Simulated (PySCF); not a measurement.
C₇H₇NO.
Structure used (GFN2-xTB), in Å, numbered top down from 1:
```
atom  x, y, z in Å
C1    -0.9460   -0.0978    1.3726
C2    -0.2986    0.3810    0.0618
C3    -1.2225    0.0991   -1.1354
C4    -0.0302    1.8059    0.1440
N5     0.1983    2.9238    0.2067
C6     0.9798   -0.3459   -0.1361
C7     2.3228   -0.2696   -0.2769
C8     1.7185   -1.5635   -0.3132
O9     1.7622   -2.7500   -0.4122
H10   -1.9037    0.3978    1.5173
H11   -1.1045   -1.1729    1.3285
H12   -0.3048    0.1282    2.2226
H13   -0.7775    0.4656   -2.0585
H14   -1.3852   -0.9725   -1.2253
H15   -2.1803    0.5940   -0.9903
H16    3.1640    0.3859   -0.3170
```

Computed at PBE0/pcSseg-1 (PySCF, non-relativistic), with Q(14N) = 0.02044 b, Q(17O) = −0.0256 b: N5, 14N (I = 1): χzz = -4.712 MHz, η = 0.032; O9, 17O (I = 5/2): χzz = 9.011 MHz, η = 0.104.

Problem. Find the zero-field quadrupole resonance frequencies of 14N at N5.

Solution. From ν± = (3/4)|χ|(1 ± η/3) and ν0 = |χ|η/2: ν+ 3.572 MHz, ν− 3.496 MHz, ν0 0.077 MHz (nitrile nitrogen).

Problem. Where would the pure quadrupole (NQR) lines of 17O at O9 fall for the rigid, isolated species?

Solution. From the eigenvalues of H = χ/[4I(2I − 1)] × [3Iz² − I(I + 1) + η(Ix² − Iy²)], steps between neighbouring levels, labelled as for η = 0: ±1/2↔±3/2 1.367 MHz, ±3/2↔±5/2 2.697 MHz (carbonyl oxygen).

In a crystal, neighbours and librations shift these lines. GFN2-xTB bond lengths can be off by several hundredths of an ångström, more for odd bonds, and the gradients follow them. A larger basis could move these couplings by a tenth or more.

One conformer stands for the species.
